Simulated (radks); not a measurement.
Problem. The table gives one normalised radial function P(r) = r R(r) (large component) of Mn2+ in [Ar] 3d5 (r in bohr). Calculated with a radial shooting solver on a logarithmic mesh with Libxc functionals: Dirac Kohn-Sham, BLYP, spin-unpolarised, spherical densities, finite nucleus; open shells are shared between the two j in proportion to 2j + 1; Fermi nuclear charge, rms radius 3.7057 fm.

| r | P |
|---|---|
| 0.004207 | 0.0000 |
| 0.004743 | 0.0000 |
| 0.005348 | 0.0000 |
| 0.006029 | 0.0000 |
| 0.006853 | 0.0000 |
| 0.007726 | 0.0001 |
| 0.008711 | 0.0001 |
| 0.009822 | 0.0001 |
| 0.01116 | 0.0002 |
| 0.01259 | 0.0002 |
| 0.01419 | 0.0004 |
| 0.016 | 0.0005 |
| 0.01819 | 0.0007 |
| 0.0205 | 0.0010 |
| 0.02312 | 0.0014 |
| 0.02607 | 0.0019 |
| 0.02963 | 0.0027 |
| 0.0334 | 0.0038 |
| 0.03766 | 0.0052 |
| 0.04246 | 0.0072 |
| 0.04826 | 0.0101 |
| 0.05441 | 0.0137 |
| 0.06135 | 0.0186 |
| 0.06917 | 0.0251 |
| 0.07862 | 0.0344 |
| 0.08864 | 0.0458 |
| 0.09995 | 0.0605 |
| 0.1127 | 0.0793 |
| 0.1281 | 0.1047 |
| 0.1444 | 0.1345 |
| 0.1628 | 0.1709 |
| 0.1836 | 0.2146 |
| 0.2086 | 0.2697 |
| 0.2352 | 0.3294 |
| 0.2652 | 0.3965 |
| 0.2991 | 0.4696 |
| 0.3399 | 0.5520 |
| 0.3832 | 0.6305 |
| 0.4321 | 0.7065 |
| 0.4872 | 0.7761 |
| 0.5537 | 0.8385 |
| 0.6243 | 0.8812 |
| 0.7039 | 0.9048 |
| 0.7936 | 0.9072 |
| 0.902 | 0.8865 |
| 1.017 | 0.8470 |
| 1.147 | 0.7909 |
| 1.293 | 0.7218 |
| 1.469 | 0.6380 |
| 1.657 | 0.5538 |
| 1.868 | 0.4677 |
| 2.106 | 0.3832 |
| 2.394 | 0.2982 |
| 2.699 | 0.2262 |
| 3.043 | 0.1638 |
| 3.431 | 0.1123 |
| 3.9 | 0.0700 |
| 4.397 | 0.0416 |

Which n and l does it have? It may be an empty orbital.

Solution. n = 3, l = 2: the number of nodes gives n - l - 1 = 0, the rise at small r points to l (for j = l - 1/2 the large component starts outside the nucleus as r^gamma with gamma = sqrt(l^2 - (Z/c)^2) = 1.99 and the r^(l+1) term takes over further out; the orbital of l - 1 with the same j starts with the same power, but with a larger coefficient, and does not steepen), and the extent must fit the shell. The curve is that of 3d3/2; the two j differ most near the nucleus, where j = l - 1/2 has the larger amplitude, and in heavy atoms j = l - 1/2 is also the more compact. 3d3/2: eigenvalue -24.411 eV, 0 radial nodes, <r> = 1.15 bohr, 90 % of the charge inside 1.99 bohr.
